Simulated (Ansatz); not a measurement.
```yaml
crystal:
  periodic: [true, true, true]
  atoms:
    - {symbol: C, position_ang: [2.040960, -0.845285, -1.405095]}
    - {symbol: C, position_ang: [1.282170, -0.109531, -0.608059]}
    - {symbol: Si, position_ang: [0.226198, 0.857883, 0.223163]}
    - {symbol: Ga, position_ang: [-1.918478, -0.287428, 0.819879]}
    - {symbol: H, position_ang: [2.774548, -1.549831, -1.870535]}
    - {symbol: H, position_ang: [0.064906, 2.071458, -0.568149]}
    - {symbol: H, position_ang: [0.845033, 1.264061, 1.537776]}
    - {symbol: H, position_ang: [-2.127818, -1.909186, 0.397941]}
    - {symbol: H, position_ang: [-2.857597, 0.374757, 1.522153]}
basis:
  gaussian: {orbitals: pcseg-2}
hamiltonian: {xc: {name: B97M-V}}
```

```sh
$ ansatz run in.yaml --threads 2 --pin off --events-out ev --progress --plain --max-ram 4352MiB
```

Output, abridged:

```
Error: YAML parse error: error: line 2 column 3: crystal: missing field `lattice` (a structure is typed as `lattice` and `atoms`, a molecule's as `atoms` in Å alone, or read from a run's directory, `checkpoint`)
 --> <input>:2:3
1 | crystal:
2 |   periodic: [true, true, true]
3 |   atoms:
4 |     - {symbol: C, position_ang: [2.040960, -0.845285, -1.405095]}
```

In this input the molecule is marked periodic without a cell. The input was rejected before any iteration.
